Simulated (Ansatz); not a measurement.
Consider the germylene loss: `[SiH3][GeH2][SiH2][GeH2][SiH2][GeH3]` → `[SiH3][GeH2][SiH2][GeH2][SiH3]` + `[GeH2]`.

Isolated molecules relaxed with PBE0-D4/def2-TZVP in Ansatz; ΔE leaves out vibrations. CCSD(T)/CBS adds triple-zeta CCSD(T) − MP2 to the extrapolated MP2 energy (def2 sets, frozen cores). Functionals use def2-TZVPP. For Ge outer-core shells are correlated without core-valence functions, which leaves a few kJ/mol of doubt a bond. Scalar relativity is left out up to krypton. One conformer a species, not always the lowest.

```
             level  ΔE (eV)  difference from CCSD(T)/CBS
         revPBE-D4     1.98                        -0.06
         r2SCAN-D4     2.19                         0.15
           PBE0-D4     2.17                         0.13
        r2SCAN0-D4     2.21                         0.17
               PBE     1.95                        -0.09
            r2SCAN     2.14                         0.10
              PBE0     2.04                         0.00
           r2SCANh     2.15                         0.11
             BHLYP     1.76                        -0.28
           LC-ωPBE     2.14                         0.10
     CCSD/def2-SVP     1.86                        -0.18
  CCSD(T)/def2-SVP     1.92                        -0.12
    MP2/def2-TZVPP     2.22                         0.18
CCSD(T)/def2-TZVPP     2.07                         0.03
    MP2/def2-QZVPP     2.20                         0.16
      HF/CBS(def2)     1.52                        -0.52
       CCSD(T)/CBS     2.04                            0
```

Largest T1 diagnostic among the species: 0.013.

From PBE to PBE0 (25 % exact exchange), in def2-TZVPP and without D4, ΔE moves by +0.09 eV. Leaving LDA and LC-ωPBE aside and taking each functional with its dispersion term where it has one, the values, not all of them listed here, spread over 0.45 eV, from BLYP-D4 to PBE-QIDH. LDA lies +0.50 eV from PBE without D4. At CCSD(T), def2-SVP lies −0.12 eV from the extrapolated value and def2-TZVPP +0.03 eV.
